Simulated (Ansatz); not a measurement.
Isolated molecules relaxed with PBE0-D4/def2-TZVP in Ansatz; ΔE leaves out vibrations. CBS: MP2 limit from def2 TZ/QZ plus the TZ coupled-cluster correction, frozen cores. This one scheme is used for every species. DFT in def2-TZVPP. B3LYP here is the variant with VWN-RPA as its local correlation; programs differ in this. For Ge, Se outer-core shells are correlated without core-valence functions, which leaves a few kJ/mol of doubt a bond. Scalar relativity is left out up to krypton. Each species was taken in one conformer, which may not be the lowest.

`B[Se][GeH2][NH2]` + H₂ → `B[Se][GeH3]` + NH₃  (hydrogenolysis of a Ge–N bond)

`B[Se][GeH2][NH2]`:

```xyz
10

B     0.757   -1.834   -0.641
Se   -1.108   -1.482   -0.609
Ge   -1.139    0.766    0.234
N     0.496    1.503    0.571
H     1.557   -1.022   -0.293
H     1.079   -2.915   -1.028
H    -1.922    0.727    1.553
H    -1.833    1.621   -0.835
H     1.085    1.605   -0.244
H     1.026    1.032    1.292
```

H₂:

```xyz
2

H    -0.068    0.150    0.335
H     0.068   -0.150   -0.335
```

`B[Se][GeH3]`:

Cartesian coordinates in Å:
```
B -0.981 -1.309 -0.850
Se 0.202 -1.325 0.642
Ge 0.775 0.975 0.686
H -1.231 -0.301 -1.435
H -1.454 -2.359 -1.157
H 1.814 1.257 -0.408
H 1.372 1.262 2.070
H -0.496 1.800 0.453
```

NH₃:

Z-matrix (Å, degrees):
```
N
H 1 1.013
H 1 1.013 2 107.1
H 1 1.013 2 107.1 3 -114.5
```

| level | ΔE (kJ/mol) |
| --- | --- |
| LDA (SPW92) | -11.1 |
| r2SCAN-D4 | -9.2 |
| PBE0-D4 | -15.0 |
| B3LYP-D4 | -11.9 |
| ωB97X-V | -14.2 |
| revPBE | -18.6 |
| r2SCANh | -12.7 |
| MP2/def2-QZVPP | -5.7 |

Q: What does CCSD(T)/CBS give? (An estimate is asked.)

A: Computed: -12.3 kJ/mol. The listed levels differ from it by 1.2, 3.1, -2.7, 0.4, -1.9, -6.3, -0.4, 6.6 kJ/mol.

Largest T1 diagnostic among the species: 0.013.

The D4 term adds +8.7 kJ/mol with B3LYP and +4.8 kJ/mol with PBE0; it sums over pairs of atoms, weighted by their polarisabilities, and B3LYP, whose exchange is more repulsive, gets the larger term. In def2-TZVPP, CCSD(T) changes the Hartree–Fock value by +19.0 kJ/mol (the triples alone add +5.0 kJ/mol) and MP2 by +25.5 kJ/mol.

CCSD(T)/CBS has its own doubt, a few kJ/mol and more with outer-core shells, so smaller differences from it don't rank the levels.
